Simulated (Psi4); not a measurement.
HSZn (SMILES [SH][Zn+]), charge +1, singlet, at a GFN2-xTB geometry (such geometries of metal compounds can be far from the true shape).

The Psi4 input:
```
memory 2 GB

molecule mol {
1 1
  Zn   -0.361328   -0.651429   -0.264407
  S     0.586257    1.186349    0.418261
  H     1.459715    0.561274    1.240021
}

set basis aug-cc-pvdz
set reference uhf

energy('scf')
print_variables()
```

Task: What does this run give for the number of basis functions, total energy, nuclear repulsion energy?

Result: 
```
Property                          Result
-------------------------  -------------
number of basis functions             95
total energy               -2175.6956 Eh
nuclear repulsion energy     128.8910 Eh
```
